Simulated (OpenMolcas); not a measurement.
Computed levels of 4s2 4p2 in ions with 32 electrons, in cm-1 above 3P0.

```json
{"Program": "OpenMolcas", "Method": "XMS-CASPT2, IPEA 0.25 Eh, imaginary shift 0.1 Eh", "Basis": "ANO-RCC-VTZP", "Scalar Hamiltonian": "DKH2, point nucleus", "Spin-orbit coupling": "RASSI with atomic mean-field integrals over the reference wave functions, term energies averaged over their components"}
```

Active space for each ion: 2 electrons in 3 orbitals (4p); closed shells correlated by CASPT2: 3d 4s.

| Level | As+ | Se2+ | Kr4+ |
| --- | --- | --- | --- |
| 3P1 | 936 | 1551 | 3340 |
| 3P2 | 2290 | 3600 | 7020 |
| 1D2 | 9980 | 12900 | 19440 |
| 1S0 | 23060 | 28810 | 40100 |

Problem. Estimate 3P2, 1D2, 1S0 for Br3+ from its neighbours Se2+ and Kr4+.

Solution. 3P2 is fine structure, which grows about as the fourth power of a screened charge, so the fourth roots are averaged: ((3600^0.25 + 7020^0.25) / 2)^4 = 5098. The calculation gives 5220, so the estimate is off by -2.3 %.
1D2 is another term, which grows about linearly with the charge: (12900 + 19440) / 2 = 16170. The calculation gives 16080, so the estimate is off by +0.6 %.
1S0 is another term, which grows about linearly with the charge: (28810 + 40100) / 2 = 34455. The calculation gives 34490, so the estimate is off by -0.1 %.

Term energies are means over components that CASPT2 splits; among the terms shown or strongly mixed into the levels shown the widest spread is 440 cm-1 (4s2 4p2 1D, As+). With the s shell closed, the reference lacks s² → p² mixing. Levels of configurations outside the active space are missing.
